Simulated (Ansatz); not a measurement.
System: H₂S₂, net charge 0, singlet state. SMILES: SS
Geometry from a B3LYP-D3(BJ)/def2-TZVP (Ansatz, a quantum-chemistry and plane-wave program) optimisation:
```xyz
4

S     -0.9222     0.0561     0.4718
S      0.9228     0.0543    -0.4709
H     -1.5351    -0.8736    -0.2871
H      1.5259    -0.8942     0.2724
```

Wanted: vertical triplet-singlet gap (E(triplet) - E(singlet); each state is the SCF solution reached for its spin), in kcal/mol. Valence correlation only, unless marked. UHF or UKS for open shells. No spin-orbit coupling. Non-relativistic. CBS(X,Y): correlation extrapolated as X^-3; Hartree-Fock from the larger set. The bracket is a focal-point correction in the basis named.

Level to compare with: RI-MP2/CBS(aug-cc-pV(T+d)Z,aug-cc-pV(Q+d)Z)+[CCSD(T)-MP2]/aug-cc-pV(T+d)Z (Ansatz), 99.1 kcal/mol. It is a level with limits of its own, and the differences hold the functionals' basis error too.

Rank these functionals by how close they come to RI-MP2/CBS(aug-cc-pV(T+d)Z,aug-cc-pV(Q+d)Z)+[CCSD(T)-MP2]/aug-cc-pV(T+d)Z, closest first: wB97M-V/def2-TZVPD (Ansatz); B3LYP/def2-TZVPD (Ansatz); SVWN5/def2-TZVPD (Ansatz); CAM-B3LYP/def2-TZVPD (Ansatz).

wB97M-V/def2-TZVPD (range-separated hybrid meta-GGA with VV10, 98.4 kcal/mol, difference -0.7), CAM-B3LYP/def2-TZVPD (range-separated hybrid, 94.6 kcal/mol, difference -4.5), B3LYP/def2-TZVPD (global hybrid, 91.3 kcal/mol, difference -7.8), SVWN5/def2-TZVPD (LDA, 88.1 kcal/mol, difference -11.0)
